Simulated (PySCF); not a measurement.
SeHI, SMILES [SeH]I. Atoms are numbered in the order given.

```xyz
3

Se     0.0441     1.5300     0.0000
H     -1.4232     1.6643     0.0000
I     -0.0014    -1.0129     0.0000
```
Charge 0, spin multiplicity 1.

The structure is a stationary point at B3LYP-D3(BJ)/def2-TZVP. The def2 effective core potentials stand for the cores of I; spin–orbit coupling is left out.

Method: PySCF with PBE/def2-TZVPD.

Isolated molecule, no solvent.

Computed frontier levels, gap, dipole moment and polarisability:
- highest occupied level = -5.70 eV
- lowest empty level = -3.77 eV
- orbital gap = 1.93 eV
- dipole moment = 0.69 D
- quadrupole, principal values (traceless, Buckingham form, about the centre of nuclear charge) = -5.43, -0.07, 5.50 D·Å
- mean static polarisability = 67.6 bohr³ (10.02 Å³)
- polarisability, principal values = 56.3, 56.5, 90.1 bohr³
